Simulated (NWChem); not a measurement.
Program: NWChem. System: C5H6, charge 1, spin multiplicity 2, at the geometry of a parent with another charge or spin, in a state set for the comparison that need not be this species' ground state. Its SCF solution wasn't tested for a lower state. Level: UMP2/def2-TZVP, 5 core orbitals frozen.

Part of the output:

```
             Northwest Computational Chemistry Package (NWChem) 7.3.0
             --------------------------------------------------------

                                NWChem Input Module
                                -------------------

 Scaling coordinates for geometry "geometry" by  1.889725989
 (inverse scale =  0.529177249)

 Turning off AUTOSYM since
 SYMMETRY directive was detected!

                             Geometry "geometry" -> ""
                             -------------------------

 Output coordinates in angstroms (scale by  1.889725989 to convert to a.u.)

  No.       Tag          Charge          X              Y              Z
 ---- ---------------- ---------- -------------- -------------- --------------
    1 C                    6.0000    -0.73502000     0.00000000     0.99331000
    2 C                    6.0000    -1.18102700     0.00000000    -0.28395000
    3 C                    6.0000     0.00000000     0.00000000    -1.21654200
    4 C                    6.0000     1.18102700     0.00000000    -0.28395000
    5 C                    6.0000     0.73502000     0.00000000     0.99331000
    6 H                    1.0000    -1.35466100     0.00000000     1.89233100
    7 H                    1.0000    -2.22144100     0.00000000    -0.61240800
    8 H                    1.0000     0.00000000     0.88180800    -1.88645500
    9 H                    1.0000     0.00000000    -0.88180800    -1.88645500
   10 H                    1.0000     2.22144100     0.00000000    -0.61240800
   11 H                    1.0000     1.35466100     0.00000000     1.89233100

 Effective nuclear repulsion energy (a.u.)     156.1428562253

            Nuclear Dipole moment (a.u.)
            ----------------------------
        X                 Y               Z
 ---------------- ---------------- ----------------
    -0.0000000000     0.0000000000     0.0000075589

      Symmetry information
      --------------------

 Group name             C2v
 Group number             16
 Group order               4
 No. of unique centers     6

      Symmetry unique atoms

     1    2    3    6    7    8


 Summary of "ao basis" -> "" (spherical)
 ------------------------------------------------------------------------------
       Tag                 Description            Shells   Functions and Types
 ---------------- ------------------------------  ------  ---------------------
 *                         def2-tzvp                  on all atoms
[...]
Node 0 wrote    175.8 Mb in      0.0 s     Agg I/O rate:  3520.0 Mb/s
 Done moints_semi at       30.2s
  mp2_eaftype                   285  avail_ma_in_mb                   814
 EAF : mp2_eaftype filesize         285   37398638.
  mp2_eaf for kh                   285
 Done maket at       30.5s
 Semi-direct pass number   2 of   2  for UHF alpha       at       30.5s
  vrange nnbf                 18151
  mp2_eaftype                   285  avail_ma_in_mb                   814
 EAF : mp2_eaftype filesize         285   37398638.
  mp2_eaf for mointskh                    285
Node 0 wrote    150.7 Mb in      0.1 s     Agg I/O rate:  2214.4 Mb/s
 Done moints_semi at       43.0s
  mp2_eaftype                   285  avail_ma_in_mb                   814
 EAF : mp2_eaftype filesize         285   37398638.
  mp2_eaf for kh                   285
 Done maket at       43.3s
 Done multipass loop at       43.3s

 GA uses MA = F    GA memory limited = T

 Available:
  local mem=  1.26D+08
 global mem=  1.44D+08
 local disk=  0.00D+00
  mp2_memr nvloc                   174
  nvloc new                   174
   1 passes of  12:        5242880                     178779                 128919928.
   1 passes of  12: M    126138645           G      144106238           F     120895765.
  mp2_memr nvloc                   174
  nvloc new                   174
   2 passes of   6:        5242880                     126600                  64491139.
   2 passes of   6: M    126138645           G      144106238           F     120895765.

 Semi-direct pass number   1 of   2  for UHF beta        at       43.4s
  vrange nnbf                 18151
  mp2_eaftype                   246  avail_ma_in_mb                  1099
 EAF : mp2_eaftype filesize         246   32245569.
  mp2_eaf for mointskh                    246
Node 0 wrote    151.6 Mb in      0.0 s     Agg I/O rate:  3373.7 Mb/s
 Done moints_semi at       55.7s
  mp2_eaftype                   246  avail_ma_in_mb                   853
 EAF : mp2_eaftype filesize         246   32245569.
  mp2_eaf for kh                   246
 Done maket at       56.0s
 Semi-direct pass number   2 of   2  for UHF beta        at       56.0s
  vrange nnbf                 18151
  mp2_eaftype                   246  avail_ma_in_mb                   853
 EAF : mp2_eaftype filesize         246   32245569.
  mp2_eaf for mointskh                    246
Node 0 wrote    151.6 Mb in      0.1 s     Agg I/O rate:  3017.3 Mb/s
 Done moints_semi at       68.4s
  mp2_eaftype                   246  avail_ma_in_mb                   853
 EAF : mp2_eaftype filesize         246   32245569.
  mp2_eaf for kh                   246
 Done maket at       68.7s
 Done multipass loop at       68.7s

          -------------------------------------------
          SCF energy                -192.600123359188
          Correlation energy          -0.722928453593
          Singlet pairs                0.000000000000
          Triplet pairs                0.000000000000
          Total MP2 energy          -193.323051812781
          -------------------------------------------

          ---------------------------------------------------
                    Spin Component Scaled (SCS) MP2
          Same spin pairs                     -0.173902700106
          Same spin scaling factor             0.333333333333
          Opposite spin pairs                 -0.549025753487
          Opposite spin scaling fact.          1.200000000000
          SCS-MP2 correlation energy          -0.716798470886
          Total SCS-MP2 energy              -193.316921830074
          ---------------------------------------------------

 -----------------------
 Performance information
 -----------------------

 Timer overhead =  9.57D-08 seconds/call

               Nr. of calls         CPU time (s)                 Wall time (s)                GFlops
             ---------------    -------------------     ------------------------------   -------------------
Name         Min   Avg   Max    Min     Avg     Max     Min     Avg     Max   Mx/calls   Min     Max     Sum
mp2: moin     4     4     4    49.     49.     49.      49.     49.     49.     12.      0.0     0.0     0.0
mp2: make     4     4     4    1.3     1.3     1.3      1.3     1.3     1.3    0.32      0.0     0.0     0.0
mp2: tota     1     1     1    51.     51.     51.      51.     51.     51.     51.      0.0     0.0     0.0

 The average no. of pstat calls per process was 9.00D+00
 with a timing overhead of 8.61D-07s

 Task  times  cpu:       68.7s     wall:       68.7s

 Total times  cpu:       68.7s     wall:       68.7s
```

Problem. Write an NWChem input that would produce this output.

Solution. This is not unique; one that fits is 
```
start mol
memory heap 200 mb stack 900 mb global 1100 mb
charge 1
geometry units angstroms nocenter noautoz
  C     -0.735020     0.000000     0.993310
  C     -1.181027     0.000000    -0.283950
  C      0.000000     0.000000    -1.216542
  C      1.181027     0.000000    -0.283950
  C      0.735020     0.000000     0.993310
  H     -1.354661     0.000000     1.892331
  H     -2.221441     0.000000    -0.612408
  H      0.000000     0.881808    -1.886455
  H      0.000000    -0.881808    -1.886455
  H      2.221441     0.000000    -0.612408
  H      1.354661     0.000000     1.892331
  symmetry group C2v
end
basis spherical
  * library def2-tzvp
end
scf
  uhf
  nopen 1
  maxiter 100
  thresh 1e-7
  semidirect memsize 60000000 filesize 0
  # guess.movecs holds the orbitals of an unrestricted PBE0 run
  vectors input guess.movecs output mol.movecs
end
mp2
  freeze core 5
end
task mp2 energy
```
